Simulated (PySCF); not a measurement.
Computed with core-valence-separated Tamm–Dancoff BHandHLYP/aug-pcX-1 (pcseg-1 on H) in PySCF, non-relativistic, gas phase, PBE0-D3(BJ)/def2-SVP geometry. BHandHLYP without relativity tends to put these K edges a few eV too low, so spacings mean more than positions.

Main lines of an unknown, eV (oscillator strength): C K: 282.1 (0.059), 282.2 (0.059), 282.8 (0.032), 282.8 (0.075), 285.9 (0.011); F K: 685.5 (0.019), 686.3 (0.004), 686.6 (0.020), 686.9 (0.006), 687.2 (0.008). Listed: the first five lines at most of each edge with a tenth or more of its strongest line's intensity; roots within 0.03 eV on the same or equivalent atoms are summed. Only the lowest roots were sought, and the top ones are left out.

**Question.** Which candidate gives them?
A. `FCC1=C(F)CC1`
B. `C=CC(=C)C(F)F`

**Answer.** B. 

- `C=CC(=C)C(F)F`: C K: 282.1 (0.059), 282.2 (0.059), 282.8 (0.032), 282.8 (0.075), 285.9 (0.011); F K: 685.5 (0.019), 686.3 (0.004), 686.6 (0.020), 686.9 (0.006), 687.2 (0.008). First C line listed at 282.1 eV, hole on the terminal =CH2 carbon (1s→π*); first F line listed at 685.5 eV, hole on the fluorine of a CF2 group.
- `FCC1=C(F)CC1`: C K: 283.3 (0.054), 284.9 (0.072), 286.1 (0.015), 286.1 (0.009), 286.6 (0.022); F K: 684.7 (0.027), 686.4 (0.012), 686.5 (0.006), 686.7 (0.011), 687.5 (0.003). First C line listed at 283.3 eV, hole on the fully substituted alkene carbon (1s→π*); first F line listed at 684.7 eV, hole on the alkyl fluorine.

One conformer each; other structures than these candidates weren't tested.

Shape of the structure used: `[CH2:1]=[CH:2][C:3](=[CH2:4])[CH:5]([F:6])[F:7]`: C1–C2–C3–C4 -175°, C2–C3–C5–F6 180°.
